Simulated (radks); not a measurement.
These are the eigenvalues of the occupied orbitals of an atom or ion with whole-number occupations (hartree). Calculated with a radial shooting solver on a logarithmic mesh with Libxc functionals: Dirac Kohn-Sham, LDA (Slater exchange, Perdew-Wang correlation), spin-unpolarised, spherical densities, finite nucleus; Fermi nuclear charge, rms radius of each element as measured or else 0.836 A^(1/3) + 0.57 fm.

orbital  eigenvalue
1s1/2     -727.2263
2s1/2     -102.8436
2p1/2     -94.69075
2p3/2     -90.78151
3s1/2     -17.60747
3p1/2     -14.50289
3p3/2     -13.85854
3d3/2      -8.34785
3d5/2      -8.22573
4s1/2      -2.50774
4p1/2      -1.61876
4p3/2      -1.52477
4d3/2      -0.25889
5s1/2      -0.21547
5p1/2      -0.08350

Which element is it, and in what charge state? The configuration may be excited. Open shells, if any, fill j = l - 1/2 first.

Answer. Z = 42, molybdenum, charge 0: Mo in [Kr] 4d4 5s1 5p1. The list shows which subshells hold electrons but not how many an open one holds; the 1s level, -727.23 hartree, gives Z - s = 38.1 by -(Z - s)^2/2, which with screening and relativity narrows Z to a few neighbours, and the depths of the outer levels then fix element, charge and occupations together.
